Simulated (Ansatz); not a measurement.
Ansatz results at the PBE0-D4/def2-TZVP geometry: HOMO energy (B3LYP/def2-TZVPP) -6.61 eV; LUMO energy (ωB97M-V/def2-TZVPP) -0.41 eV; size of the dipole moment (B3LYP/def2-TZVPP) 2.02 D.

Q: Which molecule gave them?
A. `CBSCF`
B. `[CH2]1[AlH][O][SiH2][SiH2]1`
C. `[SiH3][SiH]1O[CH2][AlH]1`
D. `FCC([SiH3])Br`

A: C. The others give `[CH2]1[AlH][O][SiH2][SiH2]1`: -7.27, 0.62, 1.52; `FCC([SiH3])Br`: -7.82, 1.36, 0.28; `CBSCF`: -7.88, 1.04, 1.54.

B3LYP here is the variant with VWN-RPA as its local correlation; programs differ in this.
